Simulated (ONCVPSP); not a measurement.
## Transferability test, ONCV potential for Zn

```
Element                 : zinc
Generator               : ONCVPSP 4.0.1
Type                    : optimised norm-conserving Vanderbilt (ONCV)
Functional              : Wu-Cohen
Relativity              : fully relativistic
Frozen core             : [Ar]
Valence charge          : 12
Reference configuration : 3d10 4s2
Partial waves           : 4s: rc 2.30 bohr, ncon 4, nbas 9, qcut 2.6 1/bohr, 2 projectors, debl 1.1 Ha; p scattering state at 0.32 Ha: rc 1.90 bohr, ncon 4, nbas 8, qcut 4.9 1/bohr, 2 projectors, debl 0.4 Ha; 3d: rc 0.85 bohr, ncon 4, nbas 9, qcut 20.3 1/bohr, local
Local potential         : the d channel
Core correction         : none
```

Open shells are filled in proportion to 2j + 1.

Energies are relative to the spin-unpolarised reference configuration 3d10 4s2; without spin polarisation the order of configurations can differ from experiment. The d channel is local and has no spin–orbit splitting in the pseudo-atom.

(1) Give the all-electron excitation energy and the error of the potential for: 3d10 4s1; 3d10 4s0; 3d9 4s0; 3d9 4s2 4p1.

Levels in the configuration 3d10 4s1:

```
   level  all-electron (eV)  pseudo (eV)
3d j=5/2            -19.679      -19.836
3d j=3/2            -20.039      -19.836
4s j=1/2            -14.001      -14.032
```

Note: ghosts flagged at negative energy: s at -491.7 eV, p3/2 at -162.6 eV, p1/2 at -160.9 eV; GHOST(+) flagged for s at 68.9 eV. A true bound ghost makes a file unfit for plane-wave use.

Results:

(1)

```json
{"valence configuration": "3d10 4s1", "charge": "+1", "ΔE all-electron (eV)": "9.924", "error AE − PS (meV)": "-12"}
{"valence configuration": "3d10 4s0", "charge": "+2", "ΔE all-electron (eV)": "28.274", "error AE − PS (meV)": "-63"}
{"valence configuration": "3d9 4s0", "charge": "+3", "ΔE all-electron (eV)": "68.826", "error AE − PS (meV)": "-237"}
{"valence configuration": "3d9 4s2 4p1", "charge": "0", "ΔE all-electron (eV)": "12.300", "error AE − PS (meV)": "-106"}
```
